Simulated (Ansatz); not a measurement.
Spectroscopic constants of HfAl, multiplicity 4 (lowest of 2S+1 = 2, 4, 6 at CCSD(T)/def2-TZVPP on PBE0 minima; our sources give no spin for the ground state, which may be another). No spin–orbit coupling. The T1 diagnostic near the minimum is 0.066, so single-reference values are doubtful.

Constants: fifth-degree fit in 1/R to seven points, most abundant isotopes. Runs in def2 and cc sets follow the lowest solution found near the PBE0 minimum.

The values were computed with Ansatz (Gaussian orbitals).  In def2 rows elements past Kr take small-core potentials, without spin–orbit coupling.

Energies at PBE0/def2-TZVPP:

```
R (Å)       E (hartree)
--------  -------------
2.478649  -290.15125773
2.545280  -290.15457098
2.606579  -290.15616362
2.675875  -290.15660533
2.745171  -290.15589592
2.825127  -290.15397561
2.918410  -290.15064442
```

Q: With a reduced mass of 23.4634 u, find the minimum, the force constant and the constants.

A: A fifth-degree polynomial in 1/R puts the minimum at r_e = 2.6652 Å with force constant 108 N/m. Then ω_e = (1/2πc)√(k/μ) = 280 cm⁻¹ and B_e = h/(8π²cμr_e²) = 0.1011 cm⁻¹; the cubic and quartic terms give α_e = 0.00045 and ω_e x_e = 0.97 cm⁻¹.

Ansatz is an electronic-structure program.
